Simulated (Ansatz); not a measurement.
Cost and result for the atomization energy of CH$_{9}$NO$_{2}$Si$_{2}$ (`CN([SiH2]O)[SiH2]O`) (15 atoms, 14 bonds).

```xyz
15

C     1.477   -0.432   -1.127
N     0.402   -0.170   -0.172
Si    0.808    0.798    1.208
O    -0.574    1.215    1.981
Si   -1.165   -0.800   -0.435
O    -2.246    0.450   -0.255
H     1.071   -0.747   -2.091
H     2.070    0.473   -1.299
H     2.157   -1.217   -0.780
H     1.639    0.073    2.203
H     1.587    1.962    0.699
H    -1.315    1.408    1.394
H    -1.186   -1.349   -1.816
H    -1.581   -1.861    0.524
H    -3.145    0.196   -0.035
```

Total charge 0; spin multiplicity 1. Geometry: relaxed with PBE0-D4/def2-TZVP. It is one conformer, not always the lowest. Program: Ansatz. All runs use 2 threads of an AMD EPYC 7R13 on a shared host and a share of an NVIDIA H100 80 GB. Times are those of one run each, without the atoms' runs, and a repeat can differ threefold. Electronic energies, without spin–orbit coupling; frozen cores. CCSD(T)/CBS adds CCSD(T) − MP2 in def2-TZVPP to the MP2 limit, and its time is that of the two runs behind it. T1 = 0.011. B3LYP takes the VWN-RPA correlation (the form of Gaussian; ORCA's B3LYP/G).

CCSD(T)/CBS is a level of theory with its own doubt, some kJ/mol a heavy atom from the limit and from the frozen cores, so smaller differences don't rank the functionals.

```json
{"level": "PBE0-D4/def2-TZVPP", "functions": "334", "wall time": "8 s", "atomization (kcal/mol)": "1298.7", "difference from CCSD(T)/CBS": "-17.6", "per bond": "-1.3"}
{"level": "B3LYP-D4/def2-TZVPP (with forces)", "functions": "334", "wall time": "8.5 s", "atomization (kcal/mol)": "1310.2", "difference from CCSD(T)/CBS": "-6.1", "per bond": "-0.4"}
{"level": "ωB97X-V/def2-TZVPP", "functions": "334", "wall time": "8.5 s", "atomization (kcal/mol)": "1317.1", "difference from CCSD(T)/CBS": "0.8", "per bond": "0.1"}
{"level": "r2SCAN-D4/def2-TZVPP (with forces)", "functions": "334", "wall time": "9 s", "atomization (kcal/mol)": "1308.2", "difference from CCSD(T)/CBS": "-8.1", "per bond": "-0.6"}
{"level": "B2PLYP/def2-TZVPP", "functions": "334", "wall time": "9 s", "atomization (kcal/mol)": "1295.8", "difference from CCSD(T)/CBS": "-20.5", "per bond": "-1.5"}
{"level": "ωB97M-V/def2-TZVPP (with forces)", "functions": "334", "wall time": "10 s", "atomization (kcal/mol)": "1316.1", "difference from CCSD(T)/CBS": "-0.2", "per bond": "0.0"}
{"level": "MP2/def2-QZVPP", "functions": "638", "wall time": "12 s", "atomization (kcal/mol)": "1319.6", "difference from CCSD(T)/CBS": "3.3", "per bond": "0.2"}
{"level": "PBE-D4/def2-TZVPP (with forces)", "functions": "334", "wall time": "14 s", "atomization (kcal/mol)": "1319.1", "difference from CCSD(T)/CBS": "2.8", "per bond": "0.2"}
{"level": "CCSD(T)/def2-TZVPP", "functions": "334", "wall time": "17 s", "atomization (kcal/mol)": "1277.5", "difference from CCSD(T)/CBS": "-38.8", "per bond": "-2.8"}
{"level": "CCSD(T)/CBS(def2)", "functions": "–", "wall time": "29 s", "atomization (kcal/mol)": "1316.3", "difference from CCSD(T)/CBS": "0.0", "per bond": "0.0"}
```

In def2-TZVPP, CCSD(T) changes the Hartree–Fock value by +332.7 kcal/mol (the triples alone add +17.4 kcal/mol) and MP2 by +351.4 kcal/mol; breaking electron pairs costs correlation energy, which Hartree–Fock lacks. The D4 term adds +14.3 kcal/mol with B3LYP and +7.6 kcal/mol with PBE0; it sums over pairs of atoms, weighted by their polarisabilities, and B3LYP, whose exchange is more repulsive, gets the larger term. From PBE to PBE0 (25 % exact exchange), in def2-TZVPP and without D4, the atomization energy moves by −19.1 kcal/mol: exact exchange takes away binding that semilocal exchange gives to molecules.
